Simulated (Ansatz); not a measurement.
Ansatz (an electronic-structure program) input (B3LYP-D3(BJ)/def2-TZVP):

Ansatz 0.2 input:
```yaml
crystal:
  periodic: [false, false, false]
  atoms:
    - {symbol: Cu, position_ang: [-0.65878072, -0.56303142, -0.61651693]}
    - {symbol: Cl, position_ang: [0.68157443, 0.58601573, 0.63821704]}
basis:
  gaussian:
    orbitals: def2-TZVP
hamiltonian:
  xc: b3lyp
  dispersion: d3bj
total_charge: 1
magnetization: {spin_polarized: true, initial_magnetization: 1}
relax: {f_tol: 0.002, max_steps: 150}
```

Output:

```
Functional definition: B3LYP
integrals: 0.03 GiB planned
729 factors; integrals over basis functions are off by at most 3.4e-4 eV
mean field: 0.40 GiB planned
mean field evaluation 1: about -57134.8233 eV, gradient 1.2e2 eV
mean field evaluation 2: about -56383.0576 eV, gradient 4.2e2 eV
mean field evaluation 4: about -57134.7694 eV, gradient 8.5e1 eV
mean field evaluation 8: about -57156.5590 eV, gradient 9.0e-1 eV
mean field evaluation 16: about -57156.5967 eV, gradient 1.1e-3 eV
mean field evaluation 32: about -57156.3620 eV, gradient 9.7e0 eV
mean field -57156.59673050 eV, -2100.4661877132 hartree, gradient 5.6e-6 eV, S^2 0.754774; 2 other end points of the search recorded, 0 dependent functions left out
the calculation of the forces begins
reference -57156.59693818 eV, -2100.4661953453 hartree; 23, 22 occupied and 59, 60 virtual orbitals, 729 factors
relax step   1: F+E_penalty+E_count = -57156.65470724 eV  Δ(F+E_penalty+E_count) = +0.000e0 eV  max|allowed force component| = 2.888e-1 eV/Å  Δτ_max = 0.0000 Å  (67 SCF iters, accepted)
these checks for a lower state are left out or cut short: starts, cluster_reference, orbital_swaps, neighbouring_geometries, increment
integrals: 0.03 GiB planned
729 factors; integrals over basis functions are off by at most 3.3e-4 eV
mean field: 0.40 GiB planned
mean field -57156.60601308 eV, -2100.4665288417 hartree, gradient 1.4e-5 eV, S^2 0.754795; 0 other end points of the search recorded, 0 dependent functions left out
the calculation of the forces begins
reference -57156.60622095 eV, -2100.4665364807 hartree; 23, 22 occupied and 59, 60 virtual orbitals, 729 factors
relax step   2: F+E_penalty+E_count = -57156.66403771 eV  Δ(F+E_penalty+E_count) = -9.330e-3 eV  max|allowed force component| = 1.723e-1 eV/Å  Δτ_max = 0.0124 Å  (52 SCF iters, accepted)
these checks for a lower state are left out or cut short: starts, cluster_reference, orbital_swaps, neighbouring_geometries, increment
integrals: 0.03 GiB planned
729 factors; integrals over basis functions are off by at most 3.6e-4 eV
mean field: 0.40 GiB planned
mean field -57156.61025494 eV, -2100.4666847270 hartree, gradient 1.3e-5 eV, S^2 0.754817; 0 other end points of the search recorded, 0 dependent functions left out
the calculation of the forces begins
reference -57156.61046301 eV, -2100.4666923736 hartree; 23, 22 occupied and 59, 60 virtual orbitals, 729 factors
relax step   3: F+E_penalty+E_count = -57156.66834690 eV  Δ(F+E_penalty+E_count) = -4.309e-3 eV  max|allowed force component| = 3.207e-2 eV/Å  Δτ_max = 0.0181 Å  (47 SCF iters, accepted)
these checks for a lower state are left out or cut short: starts, cluster_reference, orbital_swaps, neighbouring_geometries, increment
integrals: 0.03 GiB planned
729 factors; integrals over basis functions are off by at most 3.6e-4 eV
mean field: 0.40 GiB planned
mean field evaluation 64: about -57156.6104 eV, gradient 1.6e-5 eV
mean field -57156.61039807 eV, -2100.4666899872 hartree, gradient 1.7e-5 eV, S^2 0.754815; 0 other end points of the search recorded, 0 dependent functions left out
the calculation of the forces begins
reference -57156.61060612 eV, -2100.4666976329 hartree; 23, 22 occupied and 59, 60 virtual orbitals, 729 factors
relax step   4: F+E_penalty+E_count = -57156.66847977 eV  Δ(F+E_penalty+E_count) = -1.329e-4 eV  max|allowed force component| = 2.668e-3 eV/Å  Δτ_max = 0.0028 Å  (56 SCF iters, accepted)
these checks for a lower state are left out or cut short: starts, cluster_reference, orbital_swaps, neighbouring_geometries, increment
integrals: 0.03 GiB planned
729 factors; integrals over basis functions are off by at most 3.6e-4 eV
mean field: 0.40 GiB planned
mean field -57156.61039823 eV, -2100.4666899929 hartree, gradient 3.6e-6 eV, S^2 0.754815; 0 other end points of the search recorded, 0 dependent functions left out
the calculation of the forces begins
reference -57156.61060628 eV, -2100.4666976386 hartree; 23, 22 occupied and 59, 60 virtual orbitals, 729 factors
relax step   5: F+E_penalty+E_count = -57156.66848071 eV  Δ(F+E_penalty+E_count) = -9.461e-7 eV  max|allowed force component| = 3.984e-5 eV/Å  Δτ_max = 0.0002 Å  (37 SCF iters, accepted)
integrals: 0.03 GiB planned
729 factors; integrals over basis functions are off by at most 3.6e-4 eV
mean field: 0.40 GiB planned
mean field evaluation 96: about -57156.6104 eV, gradient 1.2e-4 eV
mean field -57156.61039823 eV, -2100.4666899929 hartree, gradient 3.6e-6 eV, S^2 0.754815; 3 other end points of the search recorded, 0 dependent functions left out
the calculation of the forces begins
reference -57156.61060628 eV, -2100.4666976386 hartree; 23, 22 occupied and 59, 60 virtual orbitals, 729 factors
Total energy: -57156.66868877 eV, -2100.4688321306 hartree
Atom 0 at    -0.641504    -0.548220    -0.600343 Å, force     0.000040     0.000034     0.000037 eV/Å
Atom 1 at     0.664297     0.571204     0.622043 Å, force    -0.000040    -0.000034    -0.000037 eV/Å
Dipole moment:    -0.365861    -0.313642    -0.342490 e Å
```

The spin state was set by rule; other spins were not relaxed.
